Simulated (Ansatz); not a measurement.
A nudged elastic band was laid between two geometries of C₂H₄BS (8 atoms, charge 1, multiplicity 1).

Method: RKS BLYP/cc-pVDZ in Ansatz 0.2.0.

| Property | Result |
| --- | --- |
| movable images | 9 |
| climbing image | yes |
| spring | 5.0 eV/Å² |
| optimiser | quadratic models (default) |
| start path | through a guess of the saddle point |
| force threshold | 0.05 eV/Å |
| iteration limit | 27 |
| end points | relaxed |

Initial state:

```xyz
8
Properties=species:S:1:pos:R:3
C 1.101 0.632 -2.208
B 0.166 0.544 -1.187
S -1.122 0.558 -0.045
C -0.551 -0.470 1.401
H 1.865 0.676 -2.987
H -1.299 -1.286 1.492
H 0.472 -0.851 1.249
H -0.631 0.197 2.284
```

Final state:

```xyz
8
Properties=species:S:1:pos:R:3
C 0.943 0.557 -2.345
B 0.343 0.267 -1.178
S -0.578 -0.114 0.225
C -0.151 -0.363 1.826
H 1.442 0.794 -3.283
H -1.951 -0.258 0.137
H 0.914 -0.284 2.089
H -0.962 -0.599 2.528
```

(1) What changes between the two ends?

(2) Give the energies along the band, and the barrier.

(3) What is the geometry of the highest image?

Answers

(1) Bonds broken: C4–H6. Bonds formed: S3–H6.

(2) The run converged. The highest image is number 6 of 0 to 10, 2.73 eV above the first end and 0.68 eV above the last; the last end lies 2.04 eV above the first. Neighbouring images differ by up to 1.5 eV, so the band resolves the path poorly. The order of the stationary point at the top wasn't checked. The orbitals stay closed-shell, which can raise the energy where a bond breaks towards radicals; this wasn't checked here. Limits of this set-up: the dipole of an ion depends on the origin.

```json
{"image": "0", "path coordinate (Å)": "0.00", "energy (eV)": "0.00", "C4–H6 (Å)": "1.11", "S3–H6 (Å)": "2.41"}
{"image": "1", "path coordinate (Å)": "0.39", "energy (eV)": "0.00", "C4–H6 (Å)": "1.11", "S3–H6 (Å)": "2.41"}
{"image": "2", "path coordinate (Å)": "0.78", "energy (eV)": "0.01", "C4–H6 (Å)": "1.11", "S3–H6 (Å)": "2.42"}
{"image": "3", "path coordinate (Å)": "1.17", "energy (eV)": "0.03", "C4–H6 (Å)": "1.11", "S3–H6 (Å)": "2.38"}
{"image": "4", "path coordinate (Å)": "1.56", "energy (eV)": "0.54", "C4–H6 (Å)": "1.15", "S3–H6 (Å)": "2.02"}
{"image": "5", "path coordinate (Å)": "1.95", "energy (eV)": "2.01", "C4–H6 (Å)": "1.43", "S3–H6 (Å)": "1.68"}
{"image": "6", "path coordinate (Å)": "2.35", "energy (eV)": "2.73", "C4–H6 (Å)": "1.84", "S3–H6 (Å)": "1.45"}
{"image": "7", "path coordinate (Å)": "2.69", "energy (eV)": "2.52", "C4–H6 (Å)": "2.14", "S3–H6 (Å)": "1.39"}
{"image": "8", "path coordinate (Å)": "3.03", "energy (eV)": "2.25", "C4–H6 (Å)": "2.35", "S3–H6 (Å)": "1.38"}
{"image": "9", "path coordinate (Å)": "3.38", "energy (eV)": "2.09", "C4–H6 (Å)": "2.45", "S3–H6 (Å)": "1.38"}
{"image": "10", "path coordinate (Å)": "3.72", "energy (eV)": "2.04", "C4–H6 (Å)": "2.47", "S3–H6 (Å)": "1.38"}
```

(3) 
```xyz
8
Properties=species:S:1:pos:R:3
C 0.923 0.551 -2.326
B 0.283 0.352 -1.153
S -0.822 0.456 0.202
C -0.244 -0.291 1.726
H 1.466 0.693 -3.259
H -1.413 -0.847 0.425
H 0.777 -0.694 1.831
H -0.969 -0.220 2.554
```

Time of the run: 9.8 min on 1 CPU thread of a shared host.
